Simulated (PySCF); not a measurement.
Continuum solvent and chemical shifts

Numbering as in the mapped SMILES `[CH3:1][CH2:2][c:3]1[cH:4][cH:5][c:6]([S:7][CH3:8])[cH:9][cH:10]1`; H(Xn) means a hydrogen on atom n.

GIAO PBE0/pcSseg-1 in PySCF 2.14 on one PBE0-D3(BJ)/def2-SVP conformer, non-relativistic, equivalent nuclei averaged. Solvents enter as an IEF-PCM continuum (methanol with ε = 32.6, water with ε = 78.4) around the gas-phase geometry. Shifts are referred to TMS, CS2 computed in the same medium.

In methanol, δ in ppm: C3 147.6, C6 144.4, C4/C10 136.0, C5/C9 129.7, C2 32.8, C1 21.5, C8 17.1, S7 -13.5, H(C4)/H(C10) 7.47, H(C5)/H(C9) 7.25, H(C2) 2.49, H(C8) 2.43, H(C1) 1.12. Dipole moment 2.03 D.

**Question.** How does each δ change in the more polar medium?

**Answer.** 
```
       atoms                                 environment  Δδ, water
          C3                 substituted aromatic carbon       +0.1
          C6              aromatic carbon bearing sulfur        0.0
      C4/C10                                 aromatic CH       +0.1
       C5/C9                                 aromatic CH       +0.1
          C2                 sp3 CH2 on an aromatic ring        0.0
          C1                               methyl carbon        0.0
          C8                   methyl carbon bonded to S        0.0
          S7                              sulfide sulfur       -0.3
H(C4)/H(C10)                  hydrogen on an aromatic CH      +0.01
 H(C5)/H(C9)                  hydrogen on an aromatic CH      +0.01
       H(C2)  hydrogen on an sp3 CH2 on an aromatic ring       0.00
       H(C8)     hydrogen on a methyl carbon bonded to S      +0.01
       H(C1)                 hydrogen on a methyl carbon       0.00
```

Changes are relative to methanol. The dipole moment becomes 2.06 D in water.

**Question.** Which nuclei move most (in ppm), and what does the model miss?

**Answer.** S7 (sulfide sulfur, -0.3 ppm) in water. A continuum only polarises the solute; specific hydrogen bonds, the anisotropy of aromatic solvents and changes of geometry or conformer are outside it.
